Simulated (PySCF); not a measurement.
Species: C6H3F3.
SMILES with atom numbers: `[F:1][c:2]1[cH:3][cH:4][c:5]([F:6])[c:7]([F:8])[cH:9]1` (hydrogens: H10 on C3; H11 on C4; H12 on C9)

Method: PySCF, PBE0-D3(BJ)/def2-TZVP geometry optimisation, gas phase; density fitting, grid level 2; the optimiser is geomeTRIC in internal coordinates, started from a GFN2-xTB structure with every atom displaced at random (about 0.01 Å).

Step 1: E = -14411.4123 eV
```
atom  x, y, z in Å  |  force x, y, z in eV/Å
F1     -0.6244   -0.4582    2.5768    0.569   0.335  -0.030
C2     -0.1770   -0.1477    1.3439   -0.695   0.022   0.473
C3     -0.7690    0.9302    0.7014   -1.642  -0.772   0.141
C4     -0.7337    0.9843   -0.6851    2.204   1.385   0.670
C5      0.2722    0.2644   -1.3009   -0.897  -1.177  -0.022
F6      0.4791    0.4092   -2.5998    0.234   0.036  -0.403
C7      0.8784   -0.8022   -0.6372    0.417   0.248   0.113
F8      1.6513   -1.6127   -1.3615    0.009   0.052   0.289
C9      0.6891   -1.0201    0.7293   -0.318   0.122  -1.198
H10    -1.5285    1.5037    1.2370    0.380  -0.072   0.001
H11    -1.1311    1.8379   -1.2126   -0.476  -0.109  -0.163
H12     1.0355   -1.9197    1.2072    0.216  -0.071   0.129
```

Step 2: E = -14411.5603 eV
```
atom  x, y, z in Å  |  force x, y, z in eV/Å
F1     -0.5764   -0.4875    2.6020    0.348   0.448  -0.113
C2     -0.2097   -0.1409    1.3567   -0.141  -0.261  -0.014
C3     -0.8085    0.9345    0.7250   -0.970  -1.080  -0.075
C4     -0.6988    0.9845   -0.6603    1.462   1.717  -0.089
C5      0.2709    0.2565   -1.3301   -0.526  -1.167   0.132
F6      0.4984    0.3866   -2.6338   -0.147   0.307  -0.029
C7      0.8782   -0.8030   -0.6680    0.228   0.242   0.587
F8      1.6720   -1.6495   -1.3201   -0.087   0.219   0.015
C9      0.6593   -0.9827    0.6905   -0.201  -0.387  -0.326
H10    -1.5634    1.5098    1.2529    0.224   0.098  -0.070
H11    -1.1078    1.8366   -1.1892   -0.379  -0.144  -0.119
H12     1.0277   -1.8758    1.1730    0.188   0.008   0.101
```

Step 3: E = -14411.7735 eV
```
atom  x, y, z in Å  |  force x, y, z in eV/Å
F1     -0.5304   -0.4295    2.6263    0.091   0.179  -0.050
C2     -0.2379   -0.1749    1.3469    0.179  -0.114  -0.262
C3     -0.8457    0.8791    0.6938   -0.706  -0.310   0.072
C4     -0.6681    1.0350   -0.6744    1.015   0.459   0.366
C5      0.2557    0.2339   -1.3211   -0.629  -0.085  -0.242
F6      0.4719    0.4202   -2.6237    0.192  -0.120   0.028
C7      0.8619   -0.8216   -0.6536    0.149   0.271   0.019
F8      1.6720   -1.6381   -1.3148    0.074  -0.032  -0.097
C9      0.6468   -1.0175    0.6946   -0.338  -0.268   0.111
H10    -1.5699    1.4740    1.2310    0.040   0.174   0.059
H11    -1.0794    1.8916   -1.2026   -0.158  -0.283   0.012
H12     1.0648   -1.8832    1.1962    0.091   0.130  -0.015
```

**Question.** Estimate the geometry and energy of step 4. (The exact step hangs on the optimiser's Hessian estimate; all steps are aligned on step 3, rigid shifts and turns removed.)

**Answer.** E = -14411.8012 eV, largest force 0.705 eV/Å
```
atom  x, y, z in Å  |  force x, y, z in eV/Å
F1     -0.5241   -0.3396    2.6135    0.185  -0.512   0.448
C2     -0.2548   -0.2031    1.3168   -0.293   0.392   0.394
C3     -0.8941    0.8508    0.6977    0.320  -0.219  -0.562
C4     -0.6238    1.0557   -0.6453   -0.139   0.291  -0.270
C5      0.2362    0.2182   -1.3223   -0.069   0.090   0.208
F6      0.5058    0.3986   -2.6160   -0.068   0.038   0.124
C7      0.8474   -0.8276   -0.6498    0.179  -0.016  -0.448
F8      1.6692   -1.5928   -1.3576    0.158  -0.279   0.135
C9      0.6293   -1.0643    0.6901   -0.290   0.160   0.006
H10    -1.5803    1.4814    1.2473    0.082  -0.031   0.027
H11    -1.0695    1.8833   -1.1820   -0.060  -0.007  -0.047
H12     1.1006   -1.8917    1.2063   -0.005   0.093  -0.014
```

The energy changes by -0.0277 eV. The first-order estimate −F·Δx gives -0.1785 eV and the mean of the old and new forces, exact on a quadratic surface, -0.0296 eV. The step makes an angle of 53° with the force vector and moves no atom by more than 0.091 Å.

The cost below is that of the whole optimisation. The run took 7.4 min on Arm Neoverse V1, one thread (shared host), and the process peaked at 1.7 GiB of memory.
